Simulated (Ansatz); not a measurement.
One change: `C[N](C)[In]([SH])[N](C)C` becomes `C[N](C)[In]([F])[SH]`.

Ansatz, PBE0-D4/def2-TZVP geometries, multiplicity 1. Each molecule was computed in one conformer, which needn't be the lowest.

Elements past krypton have def2 core potentials.

| property | `C[N](C)[In]([SH])[N](C)C` |
| --- | --- |
| LUMO energy (PBE/def2-TZVPP) / eV | -1.78 |
| HOMO energy (PBE0/def2-TZVPP) / eV | -5.80 |
| HOMO–LUMO gap (PBE0/def2-TZVPP) / eV | 4.93 |
| HOMO energy (PBE/def2-TZVPP) / eV | -4.56 |
| size of the dipole moment (ωB97M-V/def2-TZVPP) / D | 1.66 |
| HOMO–LUMO gap (ωB97M-V/def2-TZVPP) / eV | 8.95 |

(1) What does the change do to each property? (Best estimate.)

Results:

(1) Ansatz gave: 
```
                                          property  `C[N](C)[In]([F])[SH]`  shift
                 LUMO energy (PBE/def2-TZVPP) / eV                   -2.51  -0.73
                HOMO energy (PBE0/def2-TZVPP) / eV                   -6.43  -0.63
              HOMO–LUMO gap (PBE0/def2-TZVPP) / eV                    4.81  -0.12
                 HOMO energy (PBE/def2-TZVPP) / eV                   -5.19  -0.63
size of the dipole moment (ωB97M-V/def2-TZVPP) / D                    2.16   0.50
           HOMO–LUMO gap (ωB97M-V/def2-TZVPP) / eV                    8.96   0.01
```

With PBE0 the HOMO falls by 0.63 eV and the LUMO falls by 0.74 eV, so the gap narrows by about 0.11 eV. PBE moves the HOMO by -0.63 eV and ωB97M-V by -0.64 eV. Dipoles are sizes alone; their direction can turn.
